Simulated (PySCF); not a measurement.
## P: excitation energy

P [Ne] 3s2 3p3 (4S) → P [Ne] 3s1 3p3 3d1 (6D), as a difference of total energies. All numbers are calculated (PySCF 2.14, no relativity, point nucleus, in aug-cc-pwCVTZ). Correlated levels: valence: [Ne] frozen. The calculations carry no spin-orbit coupling.

```tsv
method	excitation energy (eV)
UHF	12.365
MP2 (valence)	13.883
SCS-MP2 (valence)	14.340
CCSD (valence)	14.088
CCSD(T) (valence)	14.183
```

How much does correlation contribute at CCSD(T) (valence)?

14.183 − (12.365) = 1.818 eV, measured against UHF.

The upper state lies above the first ionisation limit, but in LS coupling its spin forbids autoionisation to the ground ion.

The promoted electron is Rydberg-like, and one or two diffuse shells describe it only roughly, which tends to raise the upper state.
